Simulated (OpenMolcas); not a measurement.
**Mn4+ in a point-charge field**

Mn4+ among 6 point charges of -1 e arranged as a trigonal prism (D3h), 1.96 Å from the ion, with a polar angle of 55.0° against the regular 49.1°.

```yaml
Program: OpenMolcas
Method: CASSCF
Basis: ANO-RCC-VDZP [5s4p2d1f]
Scalar_Hamiltonian: DKH2, point nucleus
Active_space: 3 electrons in 5 orbitals (3d)
State_averaging: 2S+1 = 4 even, 10 roots; 2S+1 = 2 even, 40 roots
Spin-orbit_coupling: RASSI with atomic mean-field integrals over the reference wave functions
```

The lowest spin-free states (labels of D3, the rotations of D3h), above the lowest:

| State | Degeneracy | E (cm-1) | Free-ion L (%) |
| --- | --- | --- | --- |
| 4A2 | 1 | 0.0 | F (100) |
| 4A2 | 1 | 252.5 | F (100) |
| 4A1 | 1 | 253.7 | F (100) |
| 4E | 2 | 468.9 | F (100) |
| 4E | 2 | 1215 | F (100) |
| 4A2 | 1 | 20520 | P (100) |
| 4E | 2 | 20604 | P (100) |
| 2E | 2 | 20756 | G (99) |
| 2A2 | 1 | 20787 | G (100) |
| 2A1 | 1 | 20790 | G (100) |
| 2E | 2 | 20986 | G (99) |
| 2E | 2 | 21021 | G (99) |
| 2A1 | 1 | 21059 | G (100) |
| 2A2 | 1 | 27169 | P (57) |
| 2E | 2 | 27216 | P (55) |
| 2S+1 = 2 | 2 | 27387 | H (100) |
| 2E | 2 | 27490 | H (99) |
| 2E | 2 | 27497 | H (97) |
| 2E | 2 | 27804 | H (100) |
| 2E | 2 | 27966 | H (53) |

The lowest levels with spin-orbit coupling:

```csv
E (cm-1),Degeneracy,Label,2S+1,g
0.0,2,E1/2,4,0.84 0.84 1.83
66.6,2,E3/2,4,0.00 0.00 0.40
284.1,2,E3/2,4,0.00 0.00 5.03
483.5,2,E1/2,4,0.01 0.01 4.24
747.3,2,E1/2,4,0.66 0.66 1.44
943.3,2,E1/2,4,0.00 0.00 8.11
1088,2,E1/2,4,0.00 0.00 7.56
1093,2,E3/2,4,0.00 0.00 4.00
1192,2,E1/2,4,0.70 0.70 1.44
1433,2,E3/2,4,0.00 0.00 12.00
1663,2,E1/2,4,0.71 3.12 3.12
1942,2,E3/2,4,0.00 0.00 2.57
2140,2,E1/2,4,0.00 0.00 6.21
2254,2,E1/2,4,0.00 0.00 9.90
20733,2,E1/2,4,2.44 2.75 2.75
20862,2,E3/2,4,0.00 0.00 5.34
20911,2,E1/2,4,2.05 3.48 3.48
21019,2,E1/2,2,0.02 0.02 4.41
21033,2,E3/2,2,0.00 0.00 2.26
21201,2,E1/2,2,0.02 0.02 6.69
```

Powder χT (cm3 K/mol): 0.151 at 2 K, 0.162 at 10 K, 0.201 at 50 K, 0.264 at 100 K, 0.466 at 200 K, 0.69 at 300 K. The effective moment at 300 K is 2.828 √(χT) = 2.35 μB.

The lowest level has 2S+1 = 4, for which the spin-only value is χT = S(S+1) / 2 = 1.875 cm3 K/mol (g = 2). The computed 0.690 at 300 K differs by -1.185, through orbital momentum, spin-orbit coupling and any other state in reach.

Spin-orbit coupling mixes the spin-free states strongly: the lowest level takes only 59 % from its leading state, 4A2. Without dynamic correlation the repulsion within the d shell is too large (B by tens of per cent), so at a given field states of lower spin stand too high. The ground term spreads over less than 5000 cm-1, several times less than with real ligands, so orbital moments are less quenched and χT lies further from the spin-only value than at real sites. Point charges carry no covalency, so the field is a model and not that of real ligands. No measured value stands beside these numbers.

The RASSCF and RASSI steps took 11 s on 1 thread of Arm Neoverse V1, with other jobs on the host; the integral step is not counted.

A state without a sure symmetry label is named by its multiplicity alone.
